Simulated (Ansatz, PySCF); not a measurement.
C2H3F3Sn, SMILES C=[CH][Sn]([F])([F])[F].

Geometry: r2SCAN-D4/def2-SVP. The structure was generated by enumeration; whether it is a known compound was not checked. The def2 effective core potentials stand for the cores of Sn; spin–orbit coupling is left out. Other conformers were not sampled.

Vertical ionisation energy (IE) and electron affinity (EA) in eV. Rows of orbital energies are one-electron estimates. Where ΔSCF, EOM or ADC give a negative EA the extra electron is unbound and the value depends on the basis.

```csv
level,IE,EA
"−ε(HOMO), −ε(LUMO), B3LYP/def2-TZVP (PySCF)",9.22,2.49
"−ε(HOMO), −ε(LUMO), PBE/def2-TZVP (PySCF)",8.27,3.12
"ΔSCF, PBE0/def2-SVPD (Ansatz), final states of multiplicity 2 and 2",11.76,0.41
"ΔSCF, PBE/def2-SVPD (Ansatz), final states of multiplicity 2 and 2",11.48,0.55
```

Task: What vertical singlet–triplet gap does ΔSCF give with PBE0/def2-SVPD (Ansatz, a first-principles code) and with PBE/def2-SVPD (Ansatz)? (Estimate from the structure and the level; the computed values follow.)

Result: 4.21 and 4.40 eV (triplet above singlet where positive).
